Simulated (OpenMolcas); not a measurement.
Mo5+ (d1) among equal point charges was computed by CASSCF with the d shell active (OpenMolcas, ANO-RCC-VDZP on the metal). Its lowest spin-free states, and all those of the highest spin:

```csv
2S+1,Degeneracy,E (cm-1)
2,2,0.0
2,1,2781
2,1,5570
2,1,10536
```

**Question.** Is the site octahedral, tetrahedral or cube-like, axial, or of lower symmetry?

**Answer.** The states with 2S+1 = 2 have orbital degeneracies 2, 1, 1, 1. There are pairs but no triples, so the site is axial: not cubic, but with a proper or improper axis of order three or more. The run had Mo5+ among 5 point charges of -1 e arranged as a square pyramid (C4v), 1.8 Å from the ion, with the axial distance 1.530 Å.

An orbital doublet at a regular site is open to a Jahn-Teller distortion, which this geometry leaves out. Point charges carry no covalency, so the field is a model and not that of real ligands. An unlabelled pair can be two single states that coincide in this model. No measured value stands beside these numbers.
